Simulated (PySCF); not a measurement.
# Computed properties of B(OH)(SH)2 (BH3OS2), SMILES SB(O)S

BH3OS2, SMILES OB(S)S. Geometry: TPSSh-D3(BJ)/def2-SVP. One conformer was computed; it need not be the lowest. All values are computed for the isolated molecule unless a solvent is named; none is compared with measurement here.

**Structure.** The optimised structure has Cs symmetry. All 15 harmonic modes at TPSSh-D3(BJ)/def2-SVP (PySCF) are real, so it is a minimum. With heavy atoms numbered as in [B:1]([OH:2])([SH:4])[SH:6], the shortest bond between them is B1–O2 at 1.360 Å and the longest B1–S4 at 1.833 Å.

**Vibrations.** The strongest infrared lines (harmonic, unscaled, degenerate partners summed) lie at 1115 cm⁻¹ (261 km/mol, H 44 %, B 43 %, O 10 %), 1353 cm⁻¹ (227 km/mol, B 68 %, O 26 %), 879 cm⁻¹ (180 km/mol, H 64 %, B 20 %, S 8 %). The softest mode is at 176 cm⁻¹ and the zero-point energy is 23.9 kcal/mol.

**Electronic structure.** B3LYP/def2-TZVPD (PySCF) places the frontier levels at -7.23 and -0.99 eV, a gap of 6.24 eV, and gives a dipole moment of 2.13 D and a mean polarisability of 63.1 bohr³.

**Excitations.** TDDFT-ωB97X/def2-SVPD (PySCF) has S1 at 6.12 eV (203 nm, f = 0.000, dark); the most intense of the 10 singlets computed lies at 6.79 eV (f = 0.22). T1 (TDA) is at 5.77 eV. No vertical singlet excitation falls in the visible range (under 3.1 eV).

**NMR.** GIAO shifts at KT2/pcSseg-1 (PySCF) (non-relativistic, atoms alike by connectivity averaged): ¹H from 1.9 to 4.5 ppm against TMS; ¹¹B at 30.2 ppm against BF3.
